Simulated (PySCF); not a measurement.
**How methods differ on the ionisation energy of Ce⁴⁰⁺**

Ce⁴⁰⁺ [Ar] (1S) → Ce⁴¹⁺ [Ne] 3s2 3p5 (2P), as a difference of total energies. Calculation: PySCF 2.14, in an even-tempered Gaussian basis (16 s from 7.7 bohr⁻², ratio 2.5; 10 p from 10 bohr⁻², ratio 2.5; 4 d from 44 bohr⁻², ratio 2.7; 4 f from 66 bohr⁻², ratio 2.7); the non-relativistic Hamiltonian (point nucleus). Correlated levels: outer shells: 1s2 frozen; virtual orbitals above 40 to 60 times the deepest correlated orbital energy dropped. The calculations carry no spin-orbit coupling.

| method | ionisation energy (eV) |
| --- | --- |
| UHF | 3064.1 |
| MP2 (outer shells) | 3064.9 |
| SCS-MP2 (outer shells) | 3064.8 |
| CCSD (outer shells) | 3064.8 |
| CCSD(T) (outer shells) | 3064.8 |

A first-order spin-orbit estimate (lowest level to lowest level, LS coupling) adds -27.478 eV.

The gap to the reference is mostly relativistic.

For comparison: 3087 ± 4 eV (theoretical estimate listed by NIST; NIST Atomic Spectra Database, ionization energies).
